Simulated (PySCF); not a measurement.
# Where the electron goes

Species: H11NO3Si4.
Numbering: `[NH2:1][SiH2:2][O:3][SiH:4]([O:5][SiH3:6])[O:7][SiH3:8]` (hydrogens: H9, H10 on N1; H11, H12 on Si2; H13 on Si4; H14, H15, H16 on Si6; H17, H18, H19 on Si8)

Structure used (PBE0-D3(BJ)/def2-SVP), in Å, numbered top down from 1:
```xyz
19
H11NO3Si4 angstrom
N      1.7527    0.6833    0.7230
Si     2.2494   -0.2974   -0.6010
O      1.0051   -0.5882   -1.6747
Si    -0.6362   -0.5188   -1.6005
O     -1.1816   -1.5106   -0.4049
Si    -1.2644   -1.9831    1.1756
O     -1.1395    1.0182   -1.2895
Si    -1.2482    2.1692   -0.1015
H      1.8515    1.6903    0.7358
H      1.5001    0.3039    1.6266
H      2.7056   -1.6097   -0.0651
H      3.3162    0.4042   -1.3625
H     -1.1964   -0.9533   -2.8897
H     -1.5770   -3.4385    1.2346
H      0.0451   -1.7400    1.8593
H     -2.3255   -1.2151    1.8906
H     -2.4939    2.9543   -0.3311
H     -1.3124    1.5411    1.2537
H     -0.0801    3.0979   -0.1572
```

Level of theory: TDDFT CAM-B3LYP/def2-SVPD, vertical, gas phase, core orbitals frozen in the response (PySCF).

Kohn–Sham orbitals with the atoms that hold most of them (Löwdin shares over 4%, at most four atoms; ? is withheld):

```
orbital  ε (eV)                              atoms
 LUMO+2    1.25   Si6 22%, Si8 21%, H15 8%, H19 7%
 LUMO+1    0.91   Si8 16%, Si6 15%, H18 9%, H15 7%
   LUMO       ?  Si6 17%, Si8 14%, Si2 12%, Si4 6%
   HOMO   -9.35                                  ?
 HOMO-1  -10.01                                  ?
 HOMO-2  -10.31   O5 18%, O7 15%, Si6 13%, H14 10%
 HOMO-3  -10.45   O7 26%, Si8 19%, H17 14%, H19 9%
```

Problem. Give the leading atoms of the HOMO.

Solution. N1 (bonded to Si and 2 H) 65%; Si2 (bonded to N, O and 2 H) 8%; O3 (bonded to 2 Si) 7%; H10 (bonded to N) 6%.

Problem. Which atoms hold the HOMO-1, and with what shares?

Solution. O3 (bonded to 2 Si) 23%; O5 (bonded to 2 Si) 16%; O7 (bonded to 2 Si) 14%; Si2 (bonded to N, O and 2 H) 9%. By element: oxygen 53%, silicon 9% or more.

Problem. What is the LUMO energy, and the HOMO–LUMO gap?

Solution. ε(LUMO) = 0.75 eV; the gap is 10.09 eV (0.3709 hartree).

Problem. How does S1 compare with the orbital gap of 10.09 eV?

Solution. S1 is at 6.86 eV (f = 0.062), 3.24 eV below the gap, made of HOMO→LUMO (62%), HOMO→LUMO+1 (16%), HOMO→LUMO+3 (11%). 

Next come S2 at 7.63 eV (f 0.0001), HOMO-1→LUMO (41%), HOMO-1→LUMO+1 (20%); S3 at 7.71 eV (f 0.0013), HOMO→LUMO+1 (44%), HOMO→LUMO (14%); S4 at 7.82 eV (f 0.010), HOMO-2→LUMO (26%), HOMO-2→LUMO+1 (16%); S5 at 7.86 eV (f 0.0082), HOMO-3→LUMO (13%), HOMO-3→LUMO+1 (13%), HOMO-1→LUMO+2 (11%).

One conformer stands for the species.
